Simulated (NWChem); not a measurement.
MgNH3S; SMILES [NH2][Mg][SH]

```xyz
6

Mg     0.0283    -0.5597    -0.0035
N      0.0091    -2.4561     0.0021
H     -0.0096    -3.0684    -0.8192
H      0.0107    -3.0626     0.8277
S      0.0564     1.7633     0.0004
H     -1.3066     1.8280     0.0121
```
Atoms are numbered in this order, from 1.

Program: NWChem. Pople sets run with spherical d functions. Coordinates come from a PBE-D3(BJ)/def2-SVP optimisation. Ions are spin-unrestricted doublets at the neutral geometry; other ion states weren't tried.

**Question.** Order these by “vertical ionisation energy, ΔSCF (eV)”, lowest first: PBE/6-31+G*; LRC-wPBEh/6-31+G*; B3LYP/6-31+G*.

**Answer.** PBE/6-31+G* (8.30), B3LYP/6-31+G* (8.61), LRC-wPBEh/6-31+G* (8.94)
